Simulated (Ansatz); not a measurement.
Two members of one family (Series AsH2X), computed with Ansatz in the gas phase. The two geometries come from different levels. A negative affinity means that the extra electron isn't bound at that geometry and level; within about 0.2 eV of zero the sign isn't settled. Binding counts from free atoms in the multiplicity of their measured ground term, without zero-point energy. A dash marks a value that wasn't run or was left out as unsound. The structures are stationary points that may keep the symmetry of their start. Remarks come from the PBE and PBE0 runs and from stability tests at other levels; not every state was tested. A HOMO above zero means that the electron is unbound at that level and held by the basis, or that self-interaction error raises the level; the energy of removing that electron tells which.

First: AsH2(SiH3) (singlet, charge 0, r2SCAN-D4/def2-TZVP geometry).

```xyz
7

As    0.5591   -0.1682   -1.4707
H    -0.9046   -0.0816   -1.8798
H     0.6930    1.3468   -1.4416
Si   -0.0111   -0.2429    0.8262
H    -1.0143    0.7767    1.2239
H     1.2283   -0.0368    1.6183
H    -0.5504   -1.5941    1.1238
```

| level | HOMO (eV) | LUMO (eV) | gap (eV) | vertical EA (eV) | binding per atom (eV) |
| --- | --- | --- | --- | --- | --- |
| LDA (SPW92)/def2-TZVP | -6.63 | -0.86 | 5.77 | – | 3.02 |
| PBE-D4/def2-TZVPD | -6.54 | -0.85 | 5.68 | -0.90 | 2.68 |
| r2SCAN-D4/def2-TZVPD | -6.78 | -0.45 | 6.33 | -1.06 | 2.71 |
| PBE0-D4/def2-TZVP | -7.56 | 0.17 | 7.73 | – | 2.67 |
| HSE06-D4/def2-TZVP | -7.17 | -0.20 | 6.97 | – | 2.67 |

Remarks: HOMO above zero (-1 doublet).

Second: AsH2Me (singlet, charge 0, PBE0-D4/def2-TZVP geometry).

```xyz
7

As   -0.588   -1.017    0.494
H    -1.252   -0.048    1.465
H    -1.671   -0.787   -0.553
C     0.687    0.291   -0.249
H     1.471    0.467    0.489
H     0.210    1.235   -0.506
H     1.144   -0.140   -1.140
```

Task: What does the change do? Estimate second minus first.

Result: 
| level | Δ HOMO (eV) | Δ LUMO (eV) | Δ gap (eV) | Δ vertical EA (eV) | Δ binding per atom (eV) |
| --- | --- | --- | --- | --- | --- |
| LDA (SPW92)/def2-TZVP | 0.42 | 0.35 | -0.07 | – | 0.60 |
| PBE-D4/def2-TZVPD | 0.40 | 0.12 | -0.29 | -0.13 | 0.54 |
| r2SCAN-D4/def2-TZVPD | 0.40 | 0.23 | -0.17 | -0.09 | 0.49 |
| PBE0-D4/def2-TZVP | 0.36 | 0.29 | -0.07 | – | 0.52 |
| HSE06-D4/def2-TZVP | 0.36 | 0.28 | -0.08 | – | 0.52 |

Remarks: HOMO above zero (-1 doublet).
